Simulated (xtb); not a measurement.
xtb input:

```bash
xtb mol.xyz --gfn 2 --sp --chrg 1 --uhf 0
```
mol.xyz:
```
4

Ge    -0.01667653    -0.02374786    -0.02936325
H      0.55173632    -0.94519677     1.07018852
H     -1.12441123     0.88709926     0.54024778
H      1.10632396     0.81802910    -0.67081224
```

**Question.** Predict the final energy.

**Answer.** -2.91392 Eh (GFN2-xTB).

This state (charge 1, singlet) is run at the relaxed geometry of the species with charge 0 and multiplicity 2.
